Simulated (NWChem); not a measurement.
System meant: GeSiNH5, singlet; SMILES [NH2][Ge][SiH3]

Input file for NWChem:

```
start job
memory heap 200 mb stack 900 mb global 1100 mb
geometry units angstroms noautoz
  Ge    -0.458218    -0.649646    -0.141099
  N      1.271843    -1.176179     0.031906
  H      1.521922    -2.160744     0.039720
  H      2.086951    -0.577657     0.129500
  Si     0.103734     1.764704    -0.036072
  H     -0.594697     2.433189     1.112464
  H     -0.339409     2.477826    -1.280636
  H      1.578231     2.018431     0.125927
end
basis spherical
  Ge library def2-svp
  N library def2-svp
  H library def2-svp
  Si library def2-svp
end
dft
  odft
  mult 2
  xc b3lyp
  iterations 150
  mulliken
end
task dft energy
```

End of the output:

```
 Summary of "ao basis" -> "" (spherical)
 ------------------------------------------------------------------------------
       Tag                 Description            Shells   Functions and Types
 ---------------- ------------------------------  ------  ---------------------
 Ge                         def2-svp                12       32   5s4p3d
 N                          def2-svp                 6       14   3s2p1d
 H                          def2-svp                 3        5   2s1p
 Si                         def2-svp                 8       18   4s3p1d

                                 NWChem DFT Module
                                 -----------------

 Summary of "ao basis" -> "ao basis" (spherical)
 ------------------------------------------------------------------------------
       Tag                 Description            Shells   Functions and Types
 ---------------- ------------------------------  ------  ---------------------
 Ge                         def2-svp                12       32   5s4p3d
 N                          def2-svp                 6       14   3s2p1d
 H                          def2-svp                 3        5   2s1p
 Si                         def2-svp                 8       18   4s3p1d

      Symmetry analysis of basis
      --------------------------

        a'         62
        a"         27

  number of electrons :                   58
  multiplicity        :                    2
 ------------------------------------------------------------------------
  no. of electrons and multiplicity not compatible                  58
 ------------------------------------------------------------------------
 ------------------------------------------------------------------------
  current input line :
    26: task dft energy
 ------------------------------------------------------------------------
 ------------------------------------------------------------------------
 There is an error in the input file
 ------------------------------------------------------------------------
 For more information see the NWChem manual at https://nwchemgit.github.io

0: no. of electrons and multiplicity not compatible:Received an Error in Communication
```

Q: What is wrong, and how is it mended?

A: The program refused the input. Cause: the multiplicity doesn't fit the number of electrons (an even count wants an odd multiplicity, and the reverse). This input runs:
```
start job
memory heap 200 mb stack 900 mb global 1100 mb
geometry units angstroms noautoz
  Ge    -0.458218    -0.649646    -0.141099
  N      1.271843    -1.176179     0.031906
  H      1.521922    -2.160744     0.039720
  H      2.086951    -0.577657     0.129500
  Si     0.103734     1.764704    -0.036072
  H     -0.594697     2.433189     1.112464
  H     -0.339409     2.477826    -1.280636
  H      1.578231     2.018431     0.125927
end
basis spherical
  * library def2-svp
end
dft
  xc b3lyp
  iterations 150
  mulliken
end
task dft energy
```
It converges to -2423.92293 Ha (B3LYP/def2-SVP).
